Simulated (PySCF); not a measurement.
C2H5ClOSi. Atoms are numbered in the order given.

```xyz
10

C     -2.9285     0.7281     0.1402
C     -1.7016     0.2108     0.1977
O     -0.5995     0.8869    -0.2410
Si     0.8715     0.2731    -0.7152
Cl     1.5412    -1.0958     0.6956
H     -3.1049     1.7199    -0.2818
H     -3.7741     0.1583     0.5274
H     -1.5011    -0.7791     0.6264
H      0.7591    -0.4459    -2.0082
H      1.7957     1.4236    -0.7759
```
Charge 0, spin multiplicity 1.

The structure is a stationary point at B3LYP-D3(BJ)/def2-SVP. This is a generated structure with no PubChem entry under its InChIKey; it may be hypothetical. The values are those of a single conformer.

Computed with PBE/pcSseg-1 (PySCF).

GIAO shieldings, no solvent; atoms listed in one row are averaged. δ = σ(ref) − σ: ¹³C against TMS (σ = 182.0 ppm); ¹⁷O against H2O (σ = 334.3 ppm); ²⁹Si against TMS (σ = 335.4 ppm); ³⁵Cl against HCl (σ = 936.5 ppm); ¹H against TMS (σ = 31.49 ppm), references at their B3LYP-D3(BJ)/def2-TZVP geometries, non-relativistic (without spin–orbit terms, shifts of atoms bonded to Cl or Br come out too high).

Computed chemical shifts:
| nucleus | atoms | count | δ (ppm) |
|---|---|---|---|
| ¹³C | C2 | 1 | 151.9 |
| ¹³C | C1 | 1 | 102.4 |
| ¹⁷O | O3 | 1 | 158.9 |
| ²⁹Si | Si4 | 1 | -11.1 |
| ³⁵Cl | Cl5 | 1 | 39.6 |
| ¹H | H8 | 1 | 7.03 |
| ¹H | H9 | 1 | 6.02 |
| ¹H | H10 | 1 | 5.78 |
| ¹H | H6 | 1 | 5.21 |
| ¹H | H7 | 1 | 4.86 |
